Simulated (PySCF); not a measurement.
CH3AlClIO, SMILES [I][Al]([Cl])[O]C.

Coordinates come from a B3LYP-D3(BJ)/def2-SVP optimisation. The structure was generated by enumeration; whether it is a known compound was not checked. The def2 effective core potentials stand for the cores of I; spin–orbit coupling is left out. One conformer was computed; it need not be the lowest.

All values below come from B3LYP-D3(BJ)/def2-SVP (PySCF).

Frequencies are harmonic and unscaled.

```json
[
 {"mode": "1", "ν (cm⁻¹)": "70", "IR (km/mol)": "3.0", "Raman (Å⁴/amu)": "1.7", "depolarisation": "0.74", "moving atoms (share of kinetic energy)": "C 50 %, H 22 %, I 14 %"},
 {"mode": "2", "ν (cm⁻¹)": "80", "IR (km/mol)": "0.0", "Raman (Å⁴/amu)": "0.1", "depolarisation": "0.75", "moving atoms (share of kinetic energy)": "H 98 %"},
 {"mode": "3", "ν (cm⁻¹)": "94", "IR (km/mol)": "1.0", "Raman (Å⁴/amu)": "0.0", "depolarisation": "–", "moving atoms (share of kinetic energy)": "O 37 %, H 21 %, C 19 %, Al 14 %, Cl 8 %"},
 {"mode": "4", "ν (cm⁻¹)": "118", "IR (km/mol)": "2.2", "Raman (Å⁴/amu)": "2.8", "depolarisation": "0.61", "moving atoms (share of kinetic energy)": "Cl 57 %, I 19 %, Al 10 %"},
 {"mode": "5", "ν (cm⁻¹)": "211", "IR (km/mol)": "41.5", "Raman (Å⁴/amu)": "1.0", "depolarisation": "0.75", "moving atoms (share of kinetic energy)": "Al 67 %, O 26 %"},
 {"mode": "6", "ν (cm⁻¹)": "226", "IR (km/mol)": "15.7", "Raman (Å⁴/amu)": "1.6", "depolarisation": "0.63", "moving atoms (share of kinetic energy)": "O 65 %, H 9 %"},
 {"mode": "7", "ν (cm⁻¹)": "299", "IR (km/mol)": "23.7", "Raman (Å⁴/amu)": "10.0", "depolarisation": "0.09", "moving atoms (share of kinetic energy)": "Al 30 %, Cl 30 %, I 17 %, O 12 %, C 9 %"},
 {"mode": "8", "ν (cm⁻¹)": "564", "IR (km/mol)": "197.6", "Raman (Å⁴/amu)": "3.5", "depolarisation": "0.23", "moving atoms (share of kinetic energy)": "Al 63 %, Cl 29 %"},
 {"mode": "9", "ν (cm⁻¹)": "762", "IR (km/mol)": "60.3", "Raman (Å⁴/amu)": "6.1", "depolarisation": "0.28", "moving atoms (share of kinetic energy)": "Al 51 %, C 23 %, O 16 %"},
 {"mode": "10", "ν (cm⁻¹)": "1178", "IR (km/mol)": "63.6", "Raman (Å⁴/amu)": "4.4", "depolarisation": "0.65", "moving atoms (share of kinetic energy)": "H 64 %, C 23 %, O 12 %"},
 {"mode": "11", "ν (cm⁻¹)": "1186", "IR (km/mol)": "0.3", "Raman (Å⁴/amu)": "0.9", "depolarisation": "0.75", "moving atoms (share of kinetic energy)": "H 77 %, C 19 %"},
 {"mode": "12", "ν (cm⁻¹)": "1239", "IR (km/mol)": "317.0", "Raman (Å⁴/amu)": "6.1", "depolarisation": "0.12", "moving atoms (share of kinetic energy)": "O 53 %, C 30 %, H 13 %"},
 {"mode": "13", "ν (cm⁻¹)": "1474", "IR (km/mol)": "1.3", "Raman (Å⁴/amu)": "17.8", "depolarisation": "0.75", "moving atoms (share of kinetic energy)": "H 97 %"},
 {"mode": "14", "ν (cm⁻¹)": "1477", "IR (km/mol)": "1.3", "Raman (Å⁴/amu)": "24.6", "depolarisation": "0.66", "moving atoms (share of kinetic energy)": "H 95 %"},
 {"mode": "15", "ν (cm⁻¹)": "1483", "IR (km/mol)": "15.0", "Raman (Å⁴/amu)": "10.9", "depolarisation": "0.75", "moving atoms (share of kinetic energy)": "H 89 %, C 9 %"},
 {"mode": "16", "ν (cm⁻¹)": "2993", "IR (km/mol)": "81.9", "Raman (Å⁴/amu)": "156.7", "depolarisation": "0.01", "moving atoms (share of kinetic energy)": "H 97 %"},
 {"mode": "17", "ν (cm⁻¹)": "3070", "IR (km/mol)": "39.3", "Raman (Å⁴/amu)": "84.5", "depolarisation": "0.48", "moving atoms (share of kinetic energy)": "H 90 %, C 10 %"},
 {"mode": "18", "ν (cm⁻¹)": "3081", "IR (km/mol)": "31.9", "Raman (Å⁴/amu)": "130.4", "depolarisation": "0.75", "moving atoms (share of kinetic energy)": "H 90 %, C 10 %"}
]
```
